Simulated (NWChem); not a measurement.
System: C$_{2}$H$_{7}$FSi; SMILES C[SiH](C)F

```xyz
11

Si    -0.0800    -0.3429     0.0000
C      0.7824     0.2301    -1.5508
C      0.7824     0.2301     1.5508
F     -1.5892     0.2875     0.0000
H     -0.2406    -1.8277     0.0000
H      1.7982    -0.1923    -1.6103
H      0.2312    -0.0859    -2.4497
H      0.8680     1.3278    -1.5707
H      0.2312    -0.0859     2.4497
H      1.7982    -0.1923     1.6103
H      0.8680     1.3278     1.5707
```
Atoms are numbered in this order, from 1.

Results from NWChem. Pople sets run with spherical d functions. STO-3G and 3-21G are far too small for this property and stand as cheap habits. Geometry: optimised at PBE0/def2-SVP. GIAO values for the isolated, static molecule; σ is the absolute isotropic shielding, δ = σ(reference) − σ with the isolated reference molecule computed at the same levels (13C: tetramethylsilane, 19F: trichlorofluoromethane, 1H: tetramethylsilane, 29Si: tetramethylsilane).

```
level                δ Si1 (ppm)  δ C2 (ppm)  δ F4 (ppm)  δ H5 (ppm)  δ H6 (rotor mean) (ppm)
-------------------  -----------  ----------  ----------  ----------  -----------------------
B3LYP/6-31G*                29.6         0.6      -176.9        5.41                     0.17
Hartree-Fock/STO-3G         -1.8        -2.5      -199.6        1.98                     0.12
KT2/pcSseg-1                29.8         0.2           ?           ?                        ?
```

Q: Complete the blanks.

A: 
- KT2/pcSseg-1, δ F4 (ppm): -221.8
- KT2/pcSseg-1, δ H5 (ppm): 5.35
- KT2/pcSseg-1, δ H6 (rotor mean) (ppm): 0.25
